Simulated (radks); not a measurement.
Spin polarisation of the 6s1 shell in the lead ion Pb3+. Start: [Xe] 4f14 5d10 6s(up 0.5, down 0.5); electrons of 6s are moved from spin down to spin up, other shells keep equal spins. Calculated with a radial shooting solver on a logarithmic mesh with Libxc functionals: scalar-relativistic Kohn-Sham, PBE, spin-polarised, spherical densities, finite nucleus; Fermi nuclear charge, rms radius of each element as measured or else 0.836 A^(1/3) + 0.57 fm.

| moment (Bohr magnetons) | E - E(0) (eV) | e(6s up) (eV) | e(6s down) (eV) | 5d down minus up (eV) | 5p down minus up (eV) |
|---|---|---|---|---|---|
| 0 | 0.000 | -37.472 | -37.472 | 0.000 | 0.000 |
| 0.25 | -0.015 | -37.594 | -37.347 | 0.096 | 0.028 |
| 0.5 | -0.062 | -37.713 | -37.219 | 0.192 | 0.057 |
| 0.75 | -0.139 | -37.830 | -37.087 | 0.288 | 0.085 |
| 1 | -0.248 | -37.943 | -36.945 | 0.383 | 0.114 |

At moment 1 the spin-polarisation energy is -0.248 eV and the 6s exchange splitting 0.998 eV, that is 0.998 eV per Bohr magneton; E = -I m^2/4 would give I = 0.991 eV.
